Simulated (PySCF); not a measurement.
# Dipole response of Ne⁺ (neon, charge +1)

[He] 2s2 2p5, 2P determinant. Calculation: PySCF 2.14, in dyall-av3z (15s9p3d2f, 71 functions); scalar relativity by spin-free X2C-1e. Coupled (time-dependent) response in atomic units; α is the mean over directions.

```json
{"method": "UHF", "mean α (bohr³)": "1.215", "α xx, yy, zz": "1.282, 1.181, 1.181", "C₆ (like pair)": "2.098", "S(−4)": "0.4495"}
{"method": "PBE", "mean α (bohr³)": "1.349", "α xx, yy, zz": "1.394, 1.327, 1.327", "C₆ (like pair)": "2.395", "S(−4)": "0.6129"}
{"method": "PBE0", "mean α (bohr³)": "1.305", "α xx, yy, zz": "1.357, 1.278, 1.278", "C₆ (like pair)": "2.296", "S(−4)": "0.5538"}
{"method": "BLYP", "mean α (bohr³)": "1.352", "α xx, yy, zz": "1.396, 1.330, 1.330", "C₆ (like pair)": "2.398", "S(−4)": "0.6204"}
{"method": "r2SCANh", "mean α (bohr³)": "1.295", "α xx, yy, zz": "1.351, 1.267, 1.267", "C₆ (like pair)": "2.317", "S(−4)": "0.5215"}
```

S(−4) is the Cauchy moment in α(ω) = α(0) + S(−4) ω² + …

α(iu) at r2SCANh:

```tsv
u (hartree)	α(iu) (bohr³)
0	1.295
0.0500	1.293
0.100	1.290
0.200	1.274
0.300	1.250
0.500	1.182
0.750	1.075
1.00	0.9617
1.50	0.7558
2.00	0.5939
3.00	0.3827
5.00	0.1911
```

A single London oscillator, α(iu) = α/(1 + u²/ω²), gives C₆ = (3/4) ω α². Matching the computed C₆ needs ω = 4 × 2.317 / (3 × 1.295²) = 1.84 hartree.

For an ion, C₆ is the dispersion term alone; charge-induced terms of lower order in 1/R come first.

The components differ because the open shell of this determinant is not spherical; for a pure term their mean is the scalar polarisability.
